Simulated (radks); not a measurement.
Spin polarisation of the 4f10 shell in Dy+. Start: [Xe] 4f(up 5, down 5) 6s(up 0.5, down 0.5); electrons of 4f are moved from spin down to spin up, other shells keep equal spins. All-electron calculation, scalar-relativistic Kohn-Sham, PBE, spin-polarised, spherical densities, finite nucleus; Fermi nuclear charge, rms radius of each element as measured or else 0.836 A^(1/3) + 0.57 fm. Program: a radial shooting solver on a logarithmic mesh with Libxc functionals.

moment (Bohr magnetons),E - E(0) (eV),e(4f up) (eV),e(4f down) (eV),6s down minus up (eV),5p down minus up (eV),5s down minus up (eV)
0,0.000,-9.541,-9.541,0.000,0.000,0.000
1,-0.183,-9.894,-9.162,0.040,0.308,0.430
2,-0.732,-10.218,-8.755,0.080,0.616,0.860
3,-1.647,-10.513,-8.320,0.121,0.926,1.292
4,-2.926,-10.778,-7.858,0.163,1.238,1.726

At moment 4 the spin-polarisation energy is -2.926 eV and the 4f exchange splitting 2.920 eV, that is 0.730 eV per Bohr magneton; E = -I m^2/4 would give I = 0.731 eV.
